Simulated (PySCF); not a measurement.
# How methods differ on the excitation energy of La²⁺

La²⁺ [Xe] 5d1 (2D) → La²⁺ [Xe] 6s1 (2S), as a difference of total energies. Computed with PySCF 2.14 in cc-pVDZ-X2C (8s7p5d3f1g, 84 functions), with the spin-free X2C one-electron Hamiltonian (Gaussian nucleus). Correlated levels: valence: [Kr] 4d10 frozen; valence and next inner shell: [Ar] 3d10 frozen. The calculations carry no spin-orbit coupling.

```tsv
method	excitation energy (eV)
UHF	1.562
LDA	1.511
PBE	1.724
PBE0	1.817
r2SCAN	2.009
MP2 (valence)	1.468
SCS-MP2 (valence)	1.536
MP2 (valence and next inner shell)	1.328
SCS-MP2 (valence and next inner shell)	1.424
```

Q: How much does correlation contribute at MP2 (valence and next inner shell)?

A: 1.328 − (1.562) = -0.234 eV, measured against UHF.

A first-order spin-orbit estimate (lowest level to lowest level, LS coupling) adds 0.130 eV.

The basis was made for the ground configuration and has no added diffuse functions, so the excitation energy can come out too high.
